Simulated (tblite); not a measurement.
Species: B₂H₅OP.
Geometry (GFN2-xTB, Å), atoms numbered from 1 in this order:
```xyz
9
B2H5OP angstrom
B      1.825    0.595   -0.180
O      0.758   -0.148   -0.181
B     -0.325   -0.854   -0.169
P     -1.999   -0.069    0.402
H      2.462    0.688    0.807
H      2.135    1.155   -1.170
H     -0.294   -2.001   -0.440
H     -2.750   -0.537   -0.662
H     -1.799    1.177   -0.170
```

Calculated harmonic vibrations of the isolated species, GFN2-xTB (tblite), most abundant isotopes, no scaling. The method is semi-empirical: single wavenumbers can be off by several per cent or more. Modes of hydrogen on boron and phosphorus can be 10 to 20 % off. One conformer, not necessarily the lowest.

Harmonic wavenumbers (cm⁻¹): 131.1, 135.6, 216.3, 327.8, 355.1, 572.3, 646.2, 768.6, 793.5, 872.5, 946.6, 982.1, 1094.4, 1140.6, 1236.1, 1609.9, 2297.9, 2389.2, 2543.6, 2551.4, 2566.8.

A = 23079, B = 2701, C = 2509 MHz; mass 74.026 u (most abundant isotopes); point group C1, symmetry number 1.

Problem. Zero-point energy?

Solution. Half the sum of the wavenumbers: 12089 cm⁻¹ = 144.62 kJ/mol.

Problem. Give the ideal-gas entropy at 298.15 K and 1 bar in the rigid-rotor, harmonic-oscillator model (classical rotation).

Solution. Translation 162.54, rotation 105.16, vibration 50.44: S = 318.1 J/(mol K).

Problem. And Cp and H(298.15 K) − H(0)?

Solution. Cp = 93.44 J/(mol K), of which vibrations give 60.18 (their classical limit is 21 R = 174.6); H(298.15 K) − H(0) = 18.61 kJ/mol without the zero-point energy, 8.70 from vibrations.

Problem. How do the functions run with temperature in this model?

Solution. 
```
T (K)  S (J/(mol K))  Cp (J/(mol K))  H − H(0) (kJ/mol)  G − H(0) (kJ/mol)  ln q(vib)
  100          241.9            52.8               4.06             -20.13       0.38
  200          285.0            73.7              10.40             -46.60       1.42
  300          318.7            93.8              18.79             -76.83       2.58
  500          374.6           125.5              40.93            -146.36       4.94
  800          440.6           155.0              83.39            -269.06       8.31
 1000          476.6           167.7             115.73            -360.86      10.36
```

q(vib) and H(0) count from the zero-point level.

Problem. What must be added to the electronic energy to get the Gibbs energy at 298.15 K and 1 bar?

Solution. ZPE + [H(298.15 K) − H(0)] − T·S = 144.62 + 18.61 − 94.85 = 68.38 kJ/mol.

Problem. Which modes carry the vibrational entropy at 298.15 K?

Solution. 131.1 cm⁻¹: 12.26; 135.6 cm⁻¹: 11.99; 216.3 cm⁻¹: 8.33; 327.8 cm⁻¹: 5.32; 355.1 cm⁻¹: 4.78; 572.3 cm⁻¹: 2.09 J/(mol K); the other 15 give 5.68 together.

Hindered rotation and anharmonicity are outside this model. Other conformers, if any are populated, would add a mixing term that is left out. The structure is chiral; the term R ln 2 for an equal mix with its mirror image is left out.
